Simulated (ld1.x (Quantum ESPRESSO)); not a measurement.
**beryllium (Be), TM: configuration errors across variants**

* Element: Be
* Generator: ld1.x (Quantum ESPRESSO) 7.5
* Type: norm-conserving Troullier–Martins (Kleinman–Bylander form)
* Functional: PBE
* Relativity: scalar-relativistic
* Frozen core: [He]
* Valence charge: 2
* Reference configuration: 2s0.5 2p0 (charge +1.5)
* Partial waves: 2p (bound, empty): rc 2.30 bohr; 3d channel at 0.15 Ry: rc 2.35 bohr; 2s (bound): rc 1.75 bohr
* Local potential: the s channel
* Core correction: none

All-electron excitation energies from the reference (eV): (1) 2s2 2p0 -17.482; (2) 2s1 2p0 -7.931; (3) 2s1.5 2p0 -13.721; (4) 2s1 2p1 -13.869; (5) 2s0 2p2 -10.230; (6) 2s0 2p1 -4.022.

1 further variants failed, have other tests or another functional or relativity, and are left out.

Errors AE − PS in meV (a dash: test not solved or not reliable):

```csv
change,(1),(2),(3),(4),(5),(6),bound ghosts
base,+77,+24,+55,+119,+176,+98,none
wave 2s (bound): rc 1.75 bohr becomes 2s (bound): rc 2.50 bohr,+69,+21,+48,+121,+194,+106,none
"all radii scaled by about 1.25 (s 2.18, p 2.88, d 2.94 bohr)",+73,+23,+52,+132,+205,+108,none
wave 3d channel at 0.15 Ry: rc 2.35 bohr becomes 3d channel at 0.15 Ry: rc 2.08 bohr,+77,+24,+55,+119,+176,+98,none
wave 3d channel at 0.15 Ry: rc 2.35 bohr becomes 3d channel at 0.77 Ry: rc 2.35 bohr,+77,+24,+55,+119,+176,+98,none
local potential all-electron potential smoothed inside 2.05 bohr (lloc = -1),+78,+24,+56,+120,+177,+99,none
```

Question: Give the same row for: type PAW; waves now 2s (bound): rcut 1.50, rcutus 1.75 bohr; 2s channel at -0.05 Ry: rcut 1.50, rcutus 1.75 bohr; 2p (bound): rcut 2.00, rcutus 2.30 bohr; 2p channel at -0.65 Ry: rcut 2.00, rcutus 2.30 bohr; 3d channel at 0.15 Ry: rcut 2.05, rcutus 2.35 bohr; 3d channel at 0.25 Ry: rcut 2.05, rcutus 2.35 bohr; local potential all-electron potential smoothed inside 1.80 bohr (lloc = -1); core correction a·sin(br)/r model core, default radius (ld1.x builds one for every PAW set, though the input has nlcc=.false.); augmentation PSQ, inside the norm-conserving radii.

Answer: +5.6, +1.7, +4.1, -0.6, -2.9, -0.7; bound ghosts: none.
